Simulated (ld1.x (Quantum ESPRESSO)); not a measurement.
The numbers below are computed, except where a source is named.
Hardness and transferability of assorted potentials

Generated with ld1.x 7.5 (TM, RRKJ, ultrasoft, PAW), atompaw 4.2 or ONCVPSP 4.0.1. The cutoff is in Ry: for ld1.x and atompaw files where the sum of valence levels is converged to 10 mRy in a Bessel basis, for ONCV files where the hardest occupied wave has 1 mHa per electron of residual kinetic energy. The error is the largest all-electron minus pseudo excitation energy over each file’s own four to seven test configurations (ionisations up to +4, promotions, holes and added fractions of an electron), all of which were solved. The labels leave out finer settings (local radius, basis sizes, second energies), which also bear on the numbers. Spin-polarised tests are not counted. The rows are a selection from randomly drawn settings: files with unsolved tests, undetermined cutoffs or missed reference levels are left out.

A true bound ghost makes a file unfit for plane-wave use even where its test errors are small: the radial tests pick states by their node count and pass the ghost by.

```csv
element,potential,cutoff (Ry),largest error (meV),bound ghosts
Li,"TM, LDA (PZ), scalar-relativistic, rc 3.00/4.20 (sp), local s, core correction yes, reference 2s1 2p0",6,+4.8,none
P,"TM, PBE, scalar-relativistic, rc 1.45/1.45/1.40 (spd), local s, core correction yes, reference 3s2 3p3",35,+66,none
Ti,"TM, PBE, scalar-relativistic, rc 2.25/2.55/2.35 (spd), local s, core correction no, reference 3d2 4s2 4p0",40,+429,none
Rh,"TM semilocal, PBE, scalar-relativistic, rc 2.30/1.00/2.05 (spd), local d, core correction yes, reference 4p6 4d8 5s1 5p0",140,-41,none
Ag,"TM, PBE, scalar-relativistic, rc 2.30/1.45/1.70 (spd), local smoothed, core correction no, reference 4p6 4d9 5s0 5p0",70,-135,s
Pm,"PAW, PBE, scalar-relativistic, rc 2.50/1.86/4.35/1.45 (spdf), local smoothed, core correction yes, reference 4f5 5s2 5p6 5d0.5 6s1.5 6p0",70,-74,none
```

Task: Fill in the row for Pb: PAW, PBEsol, scalar-relativistic, rc 2.35/2.35/1.90 (spd), local smoothed, core correction yes, reference 5d10 6s2 6p2.

Result: cutoff 35 Ry, largest error -62 meV, bound ghosts: none.
